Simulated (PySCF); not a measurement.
PySCF job for selenium hexafluoride (F6Se), SMILES F[Se](F)(F)(F)(F)F, TDA-ωB97X/def2-SVPD. The structure is a stationary point at ωB97X-D3(BJ)/def2-SVP.

```python
import numpy as np
from pyscf import gto, scf, dft, tdscf

mol = gto.M(
    atom='''
    F     0.00000000   -1.70501013   -0.00000000
    Se    0.00000000   -0.00000000   -0.00000000
    F     1.70501013   -0.00000000   -0.00000000
    F    -1.70501013    0.00000000   -0.00000000
    F     0.00000000    0.00000000   -1.70501013
    F    -0.00000000   -0.00000000    1.70501013
    F     0.00000000    1.70501013   -0.00000000
    ''',
    basis='def2-SVPD',
    charge=0,
    spin=0,
    symmetry=True,
    max_memory=1600,
    verbose=4,
)
mf = dft.RKS(mol, xc='wb97x').density_fit(auxbasis='def2-universal-jkfit')
mf.grids.level = 3
mf.conv_tol = 1e-9
mf.max_cycle = 100
mf.kernel()
mf.grids = dft.Grids(mol).set(level=1).build(with_non0tab=True)  # coarser grid for the response kernel
td = tdscf.TDA(mf)
td.singlet = True
td.nstates = 10
td.conv_tol = 1e-4
td.kernel(x0=td.get_init_guess(mf, 15))
td.analyze()
tt = tdscf.TDA(mf)
tt.singlet = False
tt.nstates = 4
tt.conv_tol = 1e-4
tt.kernel(x0=tt.get_init_guess(mf, 9))
tt.analyze(verbose=3)
```

It prints:

```
PySCF version 2.14.0

[INPUT] verbose = 4
[INPUT] num. atoms = 7
[INPUT] num. electrons = 88
[INPUT] charge = 0
[INPUT] spin (= nelec alpha-beta = 2S) = 0
[INPUT] symmetry True subgroup None
[INPUT] Mole.unit = angstrom
[INPUT] Symbol           X                Y                Z      unit          X                Y                Z       unit  Magmom
[INPUT]  1 F      0.000000000000  -1.705010130000   0.000000000000 AA    0.000000000000  -3.222002185309   0.000000000000 Bohr   0.0
[INPUT]  2 Se     0.000000000000   0.000000000000   0.000000000000 AA    0.000000000000   0.000000000000   0.000000000000 Bohr   0.0
[INPUT]  3 F      1.705010130000   0.000000000000   0.000000000000 AA    3.222002185309   0.000000000000   0.000000000000 Bohr   0.0
[INPUT]  4 F     -1.705010130000   0.000000000000   0.000000000000 AA   -3.222002185309   0.000000000000   0.000000000000 Bohr   0.0
[INPUT]  5 F      0.000000000000   0.000000000000  -1.705010130000 AA    0.000000000000   0.000000000000  -3.222002185309 Bohr   0.0
[INPUT]  6 F      0.000000000000   0.000000000000   1.705010130000 AA    0.000000000000   0.000000000000   3.222002185309 Bohr   0.0
[INPUT]  7 F      0.000000000000   1.705010130000   0.000000000000 AA    0.000000000000   3.222002185309   0.000000000000 Bohr   0.0

nuclear repulsion = 820.858472217212
point group symmetry = Oh, use subgroup D2h
symmetry origin: [0. 0. 0.]
symmetry axis x: [ 1. -0. -0.]
symmetry axis y: [0. 1. 0.]
symmetry axis z: [-0. -0.  1.]
num. orbitals of irrep Ag = 47
num. orbitals of irrep B1g = 16
num. orbitals of irrep B2g = 16
num. orbitals of irrep B3g = 16
num. orbitals of irrep Au = 6
num. orbitals of irrep B1u = 26
num. orbitals of irrep B2u = 26
num. orbitals of irrep B3u = 26
number of shells = 69
number of NR pGTOs = 281
number of NR cGTOs = 179
basis = def2-SVPD
ecp = {}


[settings echo left out]
init E= -2999.95013764502
HOMO (B1g) = -0.537627447019786  LUMO (Ag) = -0.122476322176046  gap/eV = 11.29684
cycle= 1 E= -2999.36781561367  delta_E= 0.582  |g|= 1.35  |ddm|= 3.47
HOMO (B1g) = -0.545579088879514  LUMO (Ag) = -0.159122158680079  gap/eV = 10.51603
cycle= 2 E= -2999.33736507137  delta_E= 0.0305  |g|= 1.59  |ddm|= 3.12
HOMO (B2g) = -0.58334459504144  LUMO (Ag) = -0.0948210425137992  gap/eV = 13.29340
cycle= 3 E= -2999.69562587153  delta_E= -0.358  |g|= 0.0689  |ddm|= 1.47
HOMO (B2g) = -0.567699185863704  LUMO (Ag) = -0.0687244148242732  gap/eV = 13.57780
cycle= 4 E= -2999.6963743619  delta_E= -0.000748  |g|= 0.013  |ddm|= 0.0718
HOMO (B2g) = -0.569343998758131  LUMO (Ag) = -0.0690967971102285  gap/eV = 13.61242
cycle= 5 E= -2999.69642308163  delta_E= -4.87e-05  |g|= 0.00312  |ddm|= 0.0191
HOMO (B1g) = -0.568989131984044  LUMO (Ag) = -0.0688287259167586  gap/eV = 13.61006
cycle= 6 E= -2999.69642562903  delta_E= -2.55e-06  |g|= 0.00113  |ddm|= 0.00383
HOMO (B2g) = -0.569089902396798  LUMO (Ag) = -0.0689759833405645  gap/eV = 13.60879
cycle= 7 E= -2999.69642590774  delta_E= -2.79e-07  |g|= 0.000126  |ddm|= 0.00162
HOMO (B1g) = -0.569095004103503  LUMO (Ag) = -0.068967545669353  gap/eV = 13.60916
cycle= 8 E= -2999.69642591746  delta_E= -9.72e-09  |g|= 1.29e-05  |ddm|= 0.000393
HOMO (B2g) = -0.569095146412898  LUMO (Ag) = -0.0689658099786161  gap/eV = 13.60921
cycle= 9 E= -2999.69642591753  delta_E= -7.73e-11  |g|= 1.52e-06  |ddm|= 3.48e-05
HOMO (B1g) = -0.569095360025211  LUMO (Ag) = -0.0689661494113922  gap/eV = 13.60921
Extra cycle  E= -2999.69642591753  delta_E= 8.19e-12  |g|= 9.26e-07  |ddm|= 2.6e-06
converged SCF energy = -2999.69642591753
tot grids = 39136


******** <class 'pyscf.tdscf.rks.TDA'> for <class 'pyscf.df.df_jk.DFSymAdaptedRKS'> ********
nstates = 10 singlet
deg_eia_thresh = 1.000e-03
wfnsym = None
conv_tol = 0.0001
eigh lindep = 1e-12
eigh level_shift = 0
eigh max_cycle = 100


Excitation energies (eV)
[7.25359881 7.25359881 7.25359881 8.07229999 8.0723     8.0723
 8.50926363 8.5092637  8.5092637  9.7576662 ]

** Singlet excitation energies and oscillator strengths **
Excited State   1:  B1g      7.25360 eV    170.93 nm  f=0.0000
      42 -> 45       -0.69732
Excited State   2:  B3g      7.25360 eV    170.93 nm  f=0.0000
      44 -> 45       -0.69732
Excited State   3:  B2g      7.25360 eV    170.93 nm  f=0.0000
      43 -> 45       -0.69732
Excited State   4:  B3u      8.07230 eV    153.59 nm  f=0.0000
      41 -> 45       -0.69412
Excited State   5:  B1u      8.07230 eV    153.59 nm  f=0.0000
      39 -> 45       -0.69412
Excited State   6:  B2u      8.07230 eV    153.59 nm  f=0.0000
      40 -> 45       -0.69412
Excited State   7:  B3u      8.50926 eV    145.70 nm  f=0.0804
      38 -> 45        0.68952
Excited State   8:  B1u      8.50926 eV    145.70 nm  f=0.0804
      36 -> 45       -0.68952
Excited State   9:  B2u      8.50926 eV    145.70 nm  f=0.0804
      37 -> 45       -0.68952
Excited State  10:  B1g      9.75767 eV    127.06 nm  f=0.0000
      31 -> 45       -0.68434

** Transition electric dipole moments (AU) **
state          X           Y           Z        Dip. S.      Osc.
  1         0.0000     -0.0000     -0.0000      0.0000      0.0000
  2        -0.0000     -0.0000      0.0000      0.0000      0.0000
  3         0.0000     -0.0000      0.0000      0.0000      0.0000
  4         0.0000      0.0000     -0.0000      0.0000      0.0000
  5         0.0000      0.0000     -0.0000      0.0000      0.0000
  6        -0.0000     -0.0000      0.0000      0.0000      0.0000
  7        -0.6209      0.0000     -0.0000      0.3855      0.0804
  8        -0.0000     -0.0000      0.6209      0.3855      0.0804
  9        -0.0000      0.6209      0.0000      0.3855      0.0804
 10        -0.0000      0.0000     -0.0000      0.0000      0.0000

** Transition velocity dipole moments (imaginary part, AU) **
state          X           Y           Z        Dip. S.      Osc.
  1         0.0000     -0.0000     -0.0000      0.0000      0.0000
  2        -0.0000     -0.0000      0.0000      0.0000      0.0000
  3         0.0000      0.0000      0.0000      0.0000      0.0000
  4         0.0000      0.0000     -0.0000      0.0000      0.0000
  5         0.0000      0.0000     -0.0000      0.0000      0.0000
  6        -0.0000     -0.0000      0.0000      0.0000      0.0000
  7        -0.1408      0.0000     -0.0000      0.0198      0.0423
  8        -0.0000     -0.0000      0.1408      0.0198      0.0423
  9        -0.0000      0.1408      0.0000      0.0198      0.0423
 10        -0.0000      0.0000     -0.0000      0.0000      0.0000

** Transition magnetic dipole moments (imaginary part, AU) **
state          X           Y           Z
  1        -0.0000     -0.0000      0.3463
  2        -0.3463      0.0000     -0.0000
  3         0.0000     -0.3463      0.0000
  4         0.0000     -0.0000      0.0000
  5         0.0000     -0.0000      0.0000
  6        -0.0000     -0.0000      0.0000
  7         0.0000      0.0000     -0.0000
  8        -0.0000     -0.0000     -0.0000
  9         0.0000      0.0000      0.0000
 10        -0.0000     -0.0000      0.0000


******** <class 'pyscf.tdscf.rks.TDA'> for <class 'pyscf.df.df_jk.DFSymAdaptedRKS'> ********
nstates = 4 triplet
deg_eia_thresh = 1.000e-03
wfnsym = None
conv_tol = 0.0001
eigh lindep = 1e-12
eigh level_shift = 0
eigh max_cycle = 100


Excitation energies (eV)
[6.75166108 6.75166108 6.75166109 7.56389398]

** Triplet excitation energies and oscillator strengths **
Excited State   1:  B1g      6.75166 eV    183.64 nm  f=0.0000
Excited State   2:  B2g      6.75166 eV    183.64 nm  f=0.0000
Excited State   3:  B3g      6.75166 eV    183.64 nm  f=0.0000
Excited State   4:  B1u      7.56389 eV    163.92 nm  f=0.0000
```

The calculation finished and met its thresholds.

Cost: roughly 5 core-minutes.
